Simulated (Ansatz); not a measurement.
`CC[SiH2][SiH3]` and `CC[SiH2]S` differ in one atom or group.

Ansatz, PBE0-D4/def2-TZVP geometries, multiplicity 1. Each molecule was computed in one conformer, which needn't be the lowest.

```csv
property,`CC[SiH2][SiH3]`
HOMO energy (PBE/def2-TZVPP) / eV,-6.83
zero-point energy (PBE0-D4/def2-TZVP) / kJ/mol,280.8
HOMO–LUMO gap (ωB97M-V/def2-TZVPP) / eV,11.80
"ideal-gas entropy at 298 K and 1 bar (rigid rotor, harmonic PBE0-D4/def2-TZVP) / J/(mol·K)",362
HOMO energy (PBE0/def2-TZVPP) / eV,-7.95
size of the dipole moment (ωB97M-V/def2-TZVPP) / D,1.03
```

Problem. What does the change do to each property? (Best estimate.)

Solution. The calculation gave: 
```csv
property,`CC[SiH2]S`,shift
HOMO energy (PBE/def2-TZVPP) / eV,-6.06,0.77
zero-point energy (PBE0-D4/def2-TZVP) / kJ/mol,241.6,-39.2
HOMO–LUMO gap (ωB97M-V/def2-TZVPP) / eV,11.55,-0.25
"ideal-gas entropy at 298 K and 1 bar (rigid rotor, harmonic PBE0-D4/def2-TZVP) / J/(mol·K)",345,-17
HOMO energy (PBE0/def2-TZVPP) / eV,-7.28,0.67
size of the dipole moment (ωB97M-V/def2-TZVPP) / D,1.75,0.72
```

With PBE0 the HOMO rises by 0.67 eV and the LUMO rises by 0.26 eV, so the gap narrows by about 0.41 eV. PBE moves the HOMO by 0.77 eV and ωB97M-V by 0.53 eV. The zero-point energy changes by -39.2 kJ/mol with -6 modes. Dipoles are sizes alone; their direction can turn. Modes under 60 cm⁻¹, often nearly free rotors, make the harmonic entropy too high.
